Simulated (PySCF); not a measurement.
# As²⁺ (arsenic, charge +2) across methods

[Ar] 3d10 4s2 4p1, 2P determinant. Computed with PySCF 2.14 in dyall-av2z (16s12p8d, 92 functions), with the non-relativistic Hamiltonian (point nucleus).

```
 method  E (hartree)  mean ε 4s α (eV)  mean ε 4s β (eV)  mean ε 4p α (eV)  Σ⟨r²⟩ (bohr²)   ⟨S²⟩
  HSE06    -2234.507           -34.372           -33.096           -24.023          22.65  0.753
 r2SCAN    -2234.765           -33.655           -32.489           -23.578          22.61  0.754
    UHF  -2233.20604           -38.355           -35.595           -27.707          22.93  0.759
r2SCAN0    -2234.754           -35.050           -33.564           -24.766          22.64  0.755
    LDA    -2231.505           -33.540           -32.665           -23.147          22.60  0.751
 revPBE    -2234.627           -33.143           -32.101           -23.127          22.66  0.752
   PBE0    -2234.519           -34.736           -33.363           -24.452          22.66  0.753
    PBE    -2234.461           -33.239           -32.253           -23.138          22.66  0.752
 M06-2X    -2234.842           -35.674           -33.606           -25.505          22.85  0.754
```
